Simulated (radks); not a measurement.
Results of a calculation; reference values are marked as such.
The osmium ion Os30+, configuration [Kr] 4d10.

Code: a radial shooting solver on a logarithmic mesh with Libxc functionals. Model: scalar-relativistic Kohn-Sham, SCAN, spin-polarised, spherical densities, finite nucleus; meta-GGA in the generalised Kohn-Sham scheme; Fermi nuclear charge, rms radius 5.4126 fm.

Energy parts (eV):
total: -457490.62
kinetic: 508259.22
electron-nucleus: -1081372.18
Hartree: 123679.28
exchange-correlation: -8056.94

Orbitals (lengths in bohr, moments of r in powers of bohr; r(max) is where P^2 peaks):
orbital  occ.  eigenvalue (eV)      <r>   r(max)  <1/r>
1s          2        -75019.28  0.01774  0.01103  90.43
2s          2        -13992.24  0.07489  0.06336  21.18
2p          6        -12320.64  0.06730  0.05221  19.05
3s          2        -4107.210   0.1929   0.1783  7.893
3p          6        -3612.574   0.1934   0.1770  7.252
3d         10        -3062.029   0.1753   0.1445  6.824
4s          2        -1636.198   0.4069   0.3924  3.587
4p          6        -1460.447   0.4234   0.4073  3.320
4d         10        -1247.525   0.4295   0.4065  3.078

The highest occupied level is 4d at -1247.5 eV. Summed over all electrons, <r^2> = 4.448 bohr^2, which gives a Langevin (diamagnetic) susceptibility term of -3.52 x 10^-6 cm^3/mol. The electron density at the nucleus is 1.788e+06 e/bohr^3 (large components only). For comparison, the ionisation energy in NIST's Atomic Spectra Database is 1262 eV (theoretical). In exact Kohn-Sham theory the highest level is minus the ionisation energy, but local and semilocal functionals leave it too shallow, through self-interaction and a potential that decays too fast; potentials with the right tail come closer. The density falls to 0.001 e/bohr^3 at r = 1.18 bohr.

Empty levels of this run are not shown, since the potential may be unsettled where no density lies.
